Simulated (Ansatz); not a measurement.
Basis sets compared for HgCl₂. Charge 0, multiplicity 1. Geometry B3LYP-D4/def2-TZVP. Ansatz on 2 threads of Intel Xeon Platinum 8488C on a shared host; times are rough, and most runs start from earlier orbitals.

Cartesian coordinates in Å:
```
Hg 0.000 0.001 -0.001
Cl -2.147 0.401 0.667
Cl 2.147 -0.402 -0.665
```

In the def2 sets Hg takes a core potential; there is no spin–orbit coupling.

Binding counts from free atoms (Hg singlet, Cl doublet) in the same basis, without a counterpoise term.

| level | functions | energy (Eh) | HOMO (eV) | LUMO (eV) | binding per atom (eV) | wall time |
| --- | --- | --- | --- | --- | --- | --- |
| PBE-D4/def2-SVP | 68 | -1073.3130 | -7.29 | -3.28 | 1.52 | 0.6 s |
| PBE0-D4/def2-SVP | 68 | -1073.3501 | -8.72 | -2.40 | 1.48 | 1.1 s |

**Question.** Estimate the rows for PBE-D4/def2-TZVP (with forces), PBE0-D4/def2-TZVP.

**Answer.** 
```json
{"level": "PBE-D4/def2-TZVP (with forces)", "functions": "117", "energy (Eh)": "-1073.6496", "HOMO (eV)": "-7.55", "LUMO (eV)": "-3.43", "binding per atom (eV)": "1.60", "wall time": "2 s"}
{"level": "PBE0-D4/def2-TZVP", "functions": "117", "energy (Eh)": "-1073.6832", "HOMO (eV)": "-8.93", "LUMO (eV)": "-2.50", "binding per atom (eV)": "1.57", "wall time": "2.5 s"}
```
